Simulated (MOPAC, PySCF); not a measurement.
System: GeCl (charge 0, doublet). SMILES: [Ge][Cl]
Geometry from a B3LYP-D3(BJ)/def2-TZVP (Ansatz) optimisation:
```xyz
2

Ge     0.0000     0.0000    -0.7621
Cl     0.0000     0.0000     1.4345
```
Charge 0, spin multiplicity 2.

Unscaled harmonic wavenumbers (cm⁻¹) in rising order, each level at the stationary point that it reaches from this structure (no distance between atoms moves by over 0.3 Å); the order of modes can differ between levels, and a negative number is imaginary. B3LYP-D3(BJ)/def2-TZVP (PySCF, at the structure above): 390.

AM1 (MOPAC): 448. Zero-point energy 0.6 against 0.6 kcal/mol.

PM3 (MOPAC): 256. Zero-point energy 0.4 against 0.6 kcal/mol.

PM6 (MOPAC): 363. Zero-point energy 0.5 against 0.6 kcal/mol.

PM7 (MOPAC): 380. Zero-point energy 0.5 against 0.6 kcal/mol.
